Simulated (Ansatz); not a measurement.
Cost and result for the atomization energy of AgBrF3P, SMILES `F[P+](F)(F)[Ag-][Br]` (6 atoms, 5 bonds).

```
atom    x (Å)    y (Å)    z (Å)
  F1   1.6183  -0.5974   1.0987
  P2   0.1627  -0.2048   0.7553
  F3  -0.0987   0.8358   1.8687
  F4  -0.5855  -1.4202   1.3500
 Ag5  -0.3055   0.3889  -1.4058
 Br6  -0.7912   0.9977  -3.6669
```

Total charge 0; spin multiplicity 1. Correlated methods include outer-core shells of Ag, Br, which these sets cover unevenly. Scalar relativity is left out up to krypton. Ag takes the def2 core potential. All single points use the PBE0-D4/def2-TZVP geometry. It is one conformer, not always the lowest. Program: Ansatz. All runs use 4 threads of an Arm Neoverse V2 on a shared host. Times are those of one run each, without the atoms' runs, and a repeat can differ threefold. Electronic energies, without spin–orbit coupling; frozen cores. CCSD(T)/CBS adds CCSD(T) − MP2 in def2-TZVPP to the MP2 limit, and its time is that of the two runs behind it. T1 = 0.014. With those shells the extrapolation isn't a true limit. B3LYP takes the VWN-RPA correlation (the form of Gaussian; ORCA's B3LYP/G). HSE06 is the plane-wave form, built on full-range PBE exchange.

CCSD(T)/CBS is a level of theory with its own doubt, some kJ/mol a heavy atom from the limit and from the frozen cores, so smaller differences don't rank the functionals.

```
                             level  functions  wall time
              revPBE-D4/def2-TZVPP        239      1.9 s
   PBE-D4/def2-TZVPP (with forces)        239      2.3 s
               HSE06-D4/def2-TZVPP        239      3.9 s
           CAM-B3LYP-D4/def2-TZVPP        239        4 s
r2SCAN-D4/def2-TZVPP (with forces)        239      4.8 s
 B3LYP-D4/def2-TZVPP (with forces)        239        5 s
               PBE-QIDH/def2-TZVPP        239      6.5 s
                 B97M-V/def2-TZVPP        239      7.5 s
  ωB97M-V/def2-TZVPP (with forces)        239       14 s
                    MP2/def2-QZVPP        418       18 s
                  CCSD(T)/def2-SVP        123       21 s
                CCSD(T)/def2-TZVPP        239    7.9 min
                 CCSD(T)/CBS(def2)          –    8.2 min
```

**Question.** What atomization energy does each give, and how far from CCSD(T)/CBS? (An estimate is asked.)

**Answer.** Ansatz gave: 
```
                             level  atomization (kJ/mol)  difference from CCSD(T)/CBS  per bond
              revPBE-D4/def2-TZVPP                1885.0                        -42.8      -8.6
   PBE-D4/def2-TZVPP (with forces)                1981.9                         54.1      10.8
               HSE06-D4/def2-TZVPP                1885.0                        -42.8      -8.5
           CAM-B3LYP-D4/def2-TZVPP                1910.7                        -17.1      -3.4
r2SCAN-D4/def2-TZVPP (with forces)                1937.5                          9.7       1.9
 B3LYP-D4/def2-TZVPP (with forces)                1872.6                        -55.2     -11.0
               PBE-QIDH/def2-TZVPP                1870.3                        -57.5     -11.5
                 B97M-V/def2-TZVPP                1907.0                        -20.8      -4.2
  ωB97M-V/def2-TZVPP (with forces)                1931.5                          3.7       0.7
                    MP2/def2-QZVPP                2013.4                         85.6      17.1
                  CCSD(T)/def2-SVP                1643.5                       -284.3     -56.8
                CCSD(T)/def2-TZVPP                1822.9                       -104.9     -21.0
                 CCSD(T)/CBS(def2)                1927.8                          0.0       0.0
```

In def2-TZVPP, CCSD(T) changes the Hartree–Fock value by +622.9 kJ/mol (the triples alone add +58.1 kJ/mol) and MP2 by +748.4 kJ/mol; breaking electron pairs costs correlation energy, which Hartree–Fock lacks. From r2SCAN to r2SCAN0 (25 % exact exchange), in def2-TZVPP and without D4, the atomization energy moves by −92.5 kJ/mol: exact exchange takes away binding that semilocal exchange gives to molecules. Leaving LDA and LC-ωPBE aside and taking each functional with its dispersion term where it has one, the values, not all of them listed here, spread over 222.0 kJ/mol, from BHLYP-D4 to PBE-D4. LDA lies +392.4 kJ/mol from PBE without D4, its usual overbinding.
